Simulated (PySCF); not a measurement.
Below is a simulated gas-phase Si 2p photoelectron spectrum of Se(SiH3)2 (`[SiH3][Se][SiH3]`).

Every computed line was given a Gaussian of 0.5 eV full width at half maximum and an area set by the number of equivalent atoms (split 2:1 within a doublet); the highest printed point is 100. Level of theory: PySCF, delta-SCF UKS SCAN, pcX-2 on the ionised atom, pcseg-1 elsewhere, spin-free X2C.

binding energy (eV), intensity and a bar:
```
    106.5          0 
    106.6          1 
    106.7          4 #
    106.8         13 ####
    106.9         30 #########
    107.0         56 #################
    107.1         83 #########################
    107.2        100 ##############################
    107.3         97 #############################
    107.4         79 ########################
    107.5         58 #################
    107.6         47 ##############
    107.7         47 ##############
    107.8         51 ###############
    107.9         50 ###############
    108.0         40 ############
    108.1         26 ########
    108.2         14 ####
    108.3          6 ##
    108.4          2 #
    108.5          1 
    108.6          0
```

Q: Count the maxima, the lines and the sites behind this envelope.

A: The curve has 2 maxima (at 107.2 and 107.8 eV). Under it lie 2 lines from 1 inequivalent silicon site, drawn as a 2p3/2, 2p1/2 pair.

Q: Decompose the envelope and assign each component. Bonds: Se1–Si2, Se1–Si6. Hydrogens: H3, H4, H5 on Si2; H7, H8, H9 on Si6.

A: 
| position (eV) | relative area | line | atoms | environment |
| --- | --- | --- | --- | --- |
| 107.23 | 1.33 | Si 2p3/2 | Si2/Si6 | silicon bonded to Se and 3 H |
| 107.86 | 0.67 | Si 2p1/2 | Si2/Si6 | silicon bonded to Se and 3 H |

Q: What are the centre and the root-mean-square width of the whole band?

A: The area-weighted mean of the lines is 107.44 eV. Their own spread about it is 0.29 eV (rms) and each Gaussian has σ = 0.5/2.355 = 0.21 eV; the variances add, which gives 0.36 eV.

The curve has no shake-up lines and no vibrational structure. The first atom of each set that the bonding makes equivalent was ionised and stands for the set. The 2p values aren't plain energy differences: one relaxed spin-free 2p hole is combined with a matrix within the shell (ground-state 2p orbital-energy differences and spin–orbit coupling). 2p3/2, the mean of its two sublevels, lies a third of the splitting below the shell's mean and 2p1/2 two thirds above it; the statistical areas are 2:1. 2p1/2 minus 2p3/2 (ligand field included): Si 0.62 eV. Isolated species at its PBE0-D3(BJ)/def2-SVP geometry, gas phase.
